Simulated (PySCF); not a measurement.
CH4ClFOSi2, SMILES F[Si@H]1OC[Si@@H]1Cl.

Coordinates come from a B3LYP-D3(BJ)/def2-SVP optimisation. The structure was generated by enumeration; whether it is a known compound was not checked.

Two levels are set side by side: TDDFT-PBE/def2-SVPD (PySCF) and TDDFT-PBE0/def2-SVPD (PySCF). Vertical, same geometry. The lowest singlet is HOMO→LUMO 89 % with PBE and HOMO→LUMO 97 % with the other functional; states are paired by order. Differences are taken from unrounded values.

```json
[
 {"quantity": "lowest singlet excitation (eV)", "TDDFT-PBE0": "5.59", "TDDFT-PBE": "5.12", "TDDFT-PBE minus TDDFT-PBE0": "-0.48"},
 {"quantity": "lowest triplet excitation (TDA) (eV)", "TDDFT-PBE0": "4.79", "TDDFT-PBE": "4.49", "TDDFT-PBE minus TDDFT-PBE0": "-0.30"}
]
```

A lower first singlet is the usual sign of a functional without exact exchange. Differences between two approximate levels are no errors against the true value.

Rough cost on one machine, each run with all the roots and properties that it gave: TDDFT-PBE0 against TDDFT-PBE about 4 times.
